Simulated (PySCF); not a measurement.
Dipole response of Cr (chromium, neutral)

[Ar] 3d5 4s1, high-spin 7S determinant. Calculation: PySCF 2.14, in aug-cc-pwCVTZ-DK (10s9p7d4f3g, 127 functions); the spin-free X2C one-electron Hamiltonian (Gaussian nucleus). Coupled (time-dependent) response in atomic units; α is the mean over directions.

```tsv
method	mean α (bohr³)	C₆ (like pair)	S(−4)
TPSS	71.58	589.2	3972
```

S(−4) is the Cauchy moment in α(ω) = α(0) + S(−4) ω² + …

Reference α: 83 ± 12 bohr³ (recommended; Schwerdtfeger and Nagle, table of static dipole polarizabilities (2023 update)). Published C₆: 602.0 (Chu and Dalgarno (2004); Tang, Norbeck and Certain (1976)).

α(iu) at TPSS:

| u (hartree) | α(iu) (bohr³) |
| --- | --- |
| 0 | 71.58 |
| 0.0500 | 63.03 |
| 0.100 | 47.25 |
| 0.200 | 25.84 |
| 0.300 | 16.45 |
| 0.500 | 9.140 |
| 0.750 | 5.671 |
| 1.00 | 3.986 |
| 1.50 | 2.370 |
| 2.00 | 1.609 |
| 3.00 | 0.9002 |
| 5.00 | 0.4072 |
